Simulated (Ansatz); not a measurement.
The cluster Ge₃H, relaxed as a quartet with UKS PBE0-D4/def2-SVP in Ansatz, starting from the PBE0-D4/def2-SVP geometry of the neutral doublet. Force threshold 0.02 eV/Å.

At PBE0-D4/def2-SVP a doublet of charge 0 lies 1.77 eV below the quartet, each at its own geometry. The structure comes from a short search, and lower isomers may exist.

Start:

```tsv
atom	x (Å)	y (Å)	z (Å)
Ge1	0.5687	-1.4971	-0.9536
Ge2	0.9662	0.8248	-0.2787
Ge3	-1.1036	-0.4632	0.5092
H4	-0.4314	1.1355	0.7231
```

```csv
step,energy (eV),largest force component (eV/Å),SCF passes
1,-169525.5121,2.571,192
2,-169525.9343,0.263,59
3,-169525.9391,0.054,51
4,-169525.9396,0.030,59
5,-169525.9398,0.014,45
6,-169525.9398,0.015,58
7,-169525.9400,0.017,61
8,-169525.9401,0.019,50
```

Force components are those of the run's own axes.

End:

Cartesian coordinates in Å:
```
Ge 0.593 -1.469 -0.958
Ge 1.072 0.911 -0.311
Ge -1.283 -0.520 0.599
H -0.382 1.077 0.669
```

By distances, no bond broke or formed. The bond that changes most is Ge2–Ge3, from 2.56 to 2.90 Å (atoms count from 1).

The force fell under the threshold at step 5, but the optimiser went on. No frequencies were taken in this run, so the end may be a saddle point.

Hardware: 4 threads of Arm Neoverse V2 on a shared host. Wall time 36 s.
